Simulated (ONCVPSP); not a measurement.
**Hardness and transferability of assorted potentials**

Generated with ld1.x 7.5 (TM, RRKJ, ultrasoft, PAW), atompaw 4.2 or ONCVPSP 4.0.1. The cutoff is in Ry: for ld1.x and atompaw files where the sum of valence levels is converged to 10 mRy in a Bessel basis, for ONCV files where the hardest occupied wave has 1 mHa per electron of residual kinetic energy. The error is the largest all-electron minus pseudo excitation energy over each file’s own four to seven test configurations (ionisations up to +4, promotions, holes and added fractions of an electron), all of which were solved. The labels leave out finer settings (local radius, basis sizes, second energies), which also bear on the numbers. Spin-polarised tests are not counted. The rows are a selection from randomly drawn settings: files with unsolved tests, undetermined cutoffs or missed reference levels are left out.

A true bound ghost makes a file unfit for plane-wave use even where its test errors are small: the radial tests pick states by their node count and pass the ghost by.

```csv
element,potential,cutoff (Ry),largest error (meV),bound ghosts
N,"ONCV, Wu-Cohen, scalar-relativistic, rc 0.80/1.50/1.25 (spd), local smoothed, core correction yes, reference 2s2 2p2, qcut 10.1/7.6/7.4, projectors 2/2/2",66,+351,none
F,"ONCV, LDA (Perdew-Zunger), scalar-relativistic, rc 0.80/1.65 (sp), local smoothed, core correction no, reference 2s2 2p5, qcut 7.8/8.4, projectors 2/2",214,+1997,none
Ar,"ONCV, PBE, scalar-relativistic, rc 0.85/1.35 (sp), local smoothed, core correction yes, reference 3s2 3p4.5, qcut 9.6/5.5, projectors 2/1",165,+15,s
Tc,"ONCV, BLYP, fully relativistic, rc 1.40/1.70/1.70 (spd), local smoothed, core correction yes, reference 4s2 4p6 4d5 5s2, qcut 8.1/7.5/7.8, projectors 3/2/2",50,+3.5,none
Rh,"ONCV, LDA (Perdew-Zunger), scalar-relativistic, rc 1.40/1.70/2.05 (spd), local smoothed, core correction no, reference 4s2 4p6 4d9, qcut 7.4/10.2/8, projectors 2/2/2",44,+7.9,none
Ag,"ONCV, PBE, scalar-relativistic, rc 1.55/1.70/1.75 (spd), local smoothed, core correction yes, reference 4s2 4p6 4d10 5s0.5, qcut 6.6/10.2/7.5, projectors 3/3/1",48,-7.9,none
In,"ONCV, PW91, fully relativistic, rc 2.20/2.05/1.75 (spd), local smoothed, core correction yes, reference 4d10 5s1, qcut 3/4.5/9.2, projectors 2/2/2",61,+22,s
```

Fill in the row for Mg: ONCV, LDA (Perdew-Zunger), non-relativistic, rc 1.35/0.90/1.45 (spd), local smoothed, core correction yes, reference 2s2 2p6 3s1.5, qcut 7.2/12.4/7.7, projectors 2/1/2.

cutoff 149 Ry, largest error -23 meV, bound ghosts: none.

Fill in the row for W: ONCV, LDA (Perdew-Wang 92), scalar-relativistic, rc 1.55/2.05/2.20/0.60 (spdf), local smoothed, core correction yes, reference 4f14 5s2 5p6 5d4 6s2, qcut 8.8/6.5/7.1/28.2, projectors 2/1/2/2.

cutoff 676 Ry, largest error -9.6 meV, bound ghosts: s, p, d.

Fill in the row for Cu: ONCV, PBEsol, scalar-relativistic, rc 1.34/1.40/0.96/1.08 (spdf), local smoothed, core correction yes, reference 3s2 3p6 3d10 4s0.5, qcut 9.7/14.6/13.9/15.1, projectors 2/2/2/3.

cutoff 175 Ry, largest error -214 meV, bound ghosts: none.
